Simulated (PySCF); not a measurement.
C₄H₄F₂, SMILES C=C=CC(F)F.

Geometry optimised at TPSSh-D3(BJ)/def2-SVP. Other conformers were not sampled.

Calculation: PBE/def2-TZVP (PySCF).

Symmetry labels are those of the subgroup Cs that the program uses (full group Cs).

Computed valence orbital energies around the gap with their symmetry:
```json
[
 {"orbital": "HOMO−7", "symmetry": "A\"", "energy (eV)": "-11.31"},
 {"orbital": "HOMO−6", "symmetry": "A'", "energy (eV)": "-11.24"},
 {"orbital": "HOMO−5", "symmetry": "A\"", "energy (eV)": "-9.90"},
 {"orbital": "HOMO−4", "symmetry": "A'", "energy (eV)": "-9.90"},
 {"orbital": "HOMO−3", "symmetry": "A\"", "energy (eV)": "-9.35"},
 {"orbital": "HOMO−2", "symmetry": "A'", "energy (eV)": "-8.33"},
 {"orbital": "HOMO−1", "symmetry": "A'", "energy (eV)": "-7.04"},
 {"orbital": "HOMO", "symmetry": "A\"", "energy (eV)": "-7.03"},
 {"orbital": "LUMO", "symmetry": "A\"", "energy (eV)": "-1.43"},
 {"orbital": "LUMO+1", "symmetry": "A'", "energy (eV)": "-1.33"},
 {"orbital": "LUMO+2", "symmetry": "A'", "energy (eV)": "0.91"},
 {"orbital": "LUMO+3", "symmetry": "A'", "energy (eV)": "1.26"}
]
```
